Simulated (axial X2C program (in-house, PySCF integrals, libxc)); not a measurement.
Outer orbitals of DyBr at 2.663 Å, B97-3

All values were computed with an in-house relativistic program for diatomic molecules. Spin-free means the one-electron spin-free X2C Hamiltonian; two-component (2c) means X2C with spin–orbit coupling and atomic mean-field two-electron Coulomb and Gaunt terms, so the difference of the two also holds small scalar two-electron terms. Basis: Dy dyall-cv3z [13s13p10d7f3g], Br dyall-cv3z [8s9p6d4f1g] (cores contracted in-house); Gaussian nuclei, density fitting, unrestricted open shells. Masses: Dy 163.929 u, Br 78.918 u.

The distance is close to the 2c PBE0 minimum; the highest filled and lowest empty levels are listed.

Spin-free orbitals, state M_S = 5/2, Λ = 5 (beyond evenly filled blocks: σα, π+α, π-α, δ+α, δ+β, δ-α, φ+α, φ+β, φ-α) (Löwdin shares):

| symmetry | occupied | ε (eV) | atomic character |
| --- | --- | --- | --- |
| σα | yes | -20.56 | 80% Br s, 6% Dy p, 6% Dy d |
| σβ | yes | -20.50 | 79% Br s, 7% Dy p, 6% Dy d |
| π-α | yes | -9.50 | 99% Dy f |
| π+α | yes | -9.50 | 99% Dy f |
| σα | yes | -9.05 | 87% Dy f, 11% Br p |
| δ+α | yes | -8.89 | 100% Dy f |
| δ-α | yes | -8.89 | 100% Dy f |
| φ-α | yes | -8.52 | 100% Dy f |
| φ+α | yes | -8.52 | 100% Dy f |
| σβ | yes | -8.21 | 82% Br p, 7% Dy d, 5% Dy s |
| σα | yes | -8.20 | 70% Br p, 14% Dy f, 7% Dy d |
| π+β | yes | -7.62 | 85% Br p, 7% Dy d, 4% Dy f |
| π-β | yes | -7.62 | 86% Br p, 7% Dy d, 4% Dy f |
| π+α | yes | -7.60 | 84% Br p, 7% Dy d, 5% Dy f |
| π-α | yes | -7.60 | 84% Br p, 7% Dy d, 5% Dy f |
| δ+β | yes | -5.74 | 100% Dy f |
| φ+β | yes | -5.46 | 100% Dy f |
| σβ | yes | -4.95 | 79% Dy f, 18% Dy s |
| σα | yes | -4.50 | 78% Dy s, 11% Dy p, 8% Dy d |
| σβ | no | -2.69 | 62% Dy s, 19% Dy f, 11% Dy p |
| π+α | no | -1.17 | 63% Dy p, 37% Dy d |
| π-α | no | -1.17 | 63% Dy p, 37% Dy d |
| π+β | no | -1.08 | 76% Dy p, 23% Dy d |

Spinors with spin–orbit coupling (state Ω = 15/2):

```tsv
ω	occupied	ε (eV)	atomic character	λ mixture
1/2	yes	-20.57	79% Br s, 7% Dy p, 6% Dy d	100% σ
-1/2	yes	-20.50	79% Br s, 7% Dy p, 6% Dy d	100% σ
-1/2	yes	-9.66	99% Dy f	98% π, 2% σ
3/2	yes	-9.41	99% Dy f	99% π, 1% δ
-3/2	yes	-9.18	100% Dy f	99% δ, 1% π
1/2	yes	-9.10	88% Dy f, 11% Br p	98% σ, 2% π
-5/2	yes	-8.92	100% Dy f	99% φ, 1% δ
5/2	yes	-8.67	100% Dy f	99% δ, 1% φ
-1/2	yes	-8.29	83% Br p, 7% Dy d, 4% Dy s	88% σ, 12% π
1/2	yes	-8.28	73% Br p, 13% Dy f, 6% Dy d	87% σ, 13% π
7/2	yes	-8.15	100% Dy f	100% φ
1/2	yes	-7.71	84% Br p, 7% Dy d, 5% Dy f	88% π, 12% σ
-1/2	yes	-7.69	84% Br p, 7% Dy d, 5% Dy f	88% π, 12% σ
-3/2	yes	-7.47	85% Br p, 7% Dy d, 5% Dy f	100% π
3/2	yes	-7.46	84% Br p, 8% Dy d, 5% Dy f	100% π
3/2	yes	-6.00	100% Dy f	98% δ, 2% π
5/2	yes	-5.85	100% Dy f	99% φ, 1% δ
-1/2	yes	-4.94	79% Dy f, 19% Dy s	99% σ, 1% π
1/2	yes	-4.50	78% Dy s, 11% Dy p, 8% Dy d	100% σ
-1/2	no	-2.68	62% Dy s, 19% Dy f, 11% Dy p	100% σ
-1/2	no	-1.25	62% Dy p, 37% Dy d	94% π, 6% σ
1/2	no	-1.17	69% Dy p, 30% Dy d	77% π, 23% σ
3/2	no	-1.11	61% Dy p, 38% Dy d	99% π, 1% δ
```

Mulliken charges and populations of the two-component result (they depend on the basis, above all on diffuse functions):

Dy 0.43 e (s 11.16 p 24.18 d 20.39 f 9.84 g 0.01), Br -0.43 e (s 7.96 p 17.46 d 10.01). ⟨Lz⟩ = 5.04 ħ and ⟨Sz⟩ = 2.46 ħ (2.45 and 0.01 on the two atoms), which add up to Ω.

The state is a single determinant with fixed occupations, the lowest that a limited PBE0 search found. Density functionals use the spin component along the axis (collinear). PBE0 can misorder states that lie within some tenths of an eV, so this need not be the ground state of the molecule. The nearest other spin-free determinant of the search, M_S = 5/2, Λ = 3, lies 0.008 eV up at the distance of the search. Without a current term, density functionals place determinants with orbital angular momentum somewhat too high. With several unpaired electrons one determinant need not be a pure state.
